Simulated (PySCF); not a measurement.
**How methods differ on the excitation energy of Kr²⁺**

Kr²⁺ [Ar] 3d10 4s2 4p4 (3P) → Kr²⁺ [Ar] 3d10 4s1 4p4 4d1 (high-spin determinant), as a difference of total energies. Computed with PySCF 2.14 in aug-cc-pVDZ-PP with ECP10MDF, with a scalar-relativistic core potential. Correlated levels: valence: 3s2 3p6 3d10 frozen. The calculations carry no spin-orbit coupling.

| method | excitation energy (cm⁻¹) |
| --- | --- |
| UHF | 250550 |
| LDA | 259880 |
| PBE | 254920 |
| PBE0 | 255670 |
| r2SCAN | 255990 |
| r2SCAN0 | 256320 |
| B3LYP | 259350 |
| BP86 | 255680 |
| TPSS | 254570 |
| MP2 (valence) | 253420 |
| SCS-MP2 (valence) | 253020 |

The promoted electron is Rydberg-like, and one or two diffuse shells describe it only roughly, which tends to raise the upper state.

The determinant of the upper state mixes LS terms, which raises its energy above the lowest term, most at the Hartree-Fock and MP2 levels.
